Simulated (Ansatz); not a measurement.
## C2H4GaN (SMILES N=C=[CH][GaH2]): name the method

C2H4GaN has 8 atoms, charge 0, and is taken as a singlet. SMILES: `N=C=[CH][GaH2]`. Geometry: relaxed at PBE0-D4/def2-TZVP.

```csv
atom,x (Å),y (Å),z (Å)
N,0.3369,2.0617,-0.8546
C,0.3656,1.1149,-0.0960
C,0.4723,0.0257,0.6228
Ga,-0.3813,-1.5936,0.0072
H,-0.4114,2.7406,-0.7702
H,1.0405,0.0739,1.5452
H,-0.2319,-2.8864,0.8763
H,-1.1906,-1.5368,-1.3307
```

A calculation with Ansatz 0.2.0 gave:

| Item | Value |
| --- | --- |
| total energy | -2057.6486 Eh |
| HOMO energy | -5.83 eV |
| LUMO energy | -2.08 eV |
| HOMO–LUMO gap | 3.75 eV |

Q: Which of these levels gave the numbers?
A. HF/def2-SVP
B. revPBE/def2-SVP
C. PBE/def2-SVP
D. r2SCAN/def2-SVP

A: B. The others give -2057.7354 Eh (r2SCAN/def2-SVP), -2057.3615 Eh (PBE/def2-SVP), -2055.3565 Eh (HF/def2-SVP).
